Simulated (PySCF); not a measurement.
# Working out the ionisation energy of Sn⁶⁺

Sn⁶⁺ [Kr] 4d8 (3F) → Sn⁷⁺ [Kr] 4d7 (4F). All numbers are calculated (PySCF 2.14, scalar relativity by spin-free X2C-1e, in an uncontracted even-tempered set (22 s from 0.14 bohr⁻², ratio 2.5; 16 p from 0.18 bohr⁻², ratio 2.5; 11 d from 0.18 bohr⁻², ratio 2.5; 5 f from 1.8 bohr⁻², ratio 2.7; 4 g from 2.6 bohr⁻², ratio 2.7)). Frozen: [Ar] 3d10; the 49 highest virtual orbitals dropped. Energies in hartree (1 hartree = 27.21139 eV):

| part | Sn⁶⁺ (lower) | Sn⁷⁺ (upper) |
| --- | --- | --- |
| UHF | -6164.267203 | -6160.088663 |
| MP2 opposite-spin | -0.377435 | -0.344584 |
| MP2 same-spin | -0.164289 | -0.149205 |

Q: What does Hartree-Fock give?

A: (-6160.088663) − (-6164.267203) = 4.178540 hartree = 113.704 eV.

Q: What do MP2 and SCS-MP2 (6/5 opposite-spin, 1/3 same-spin) give?

A: The opposite-spin parts differ by 0.894 eV and the same-spin parts by 0.410 eV. MP2: 113.704 + (0.894) + (0.410) = 115.008 eV. SCS-MP2: 113.704 + 1.2 × (0.894) + (0.410)/3 = 114.913 eV.

A first-order spin-orbit estimate adds -0.037 eV to MP2 (outer shells), giving 114.971 eV against 112.9 ± 2 eV (theoretical estimate listed by NIST; NIST Atomic Spectra Database, ionization energies).

What remains against the reference includes basis incompleteness, the frozen core and correlation beyond second order.
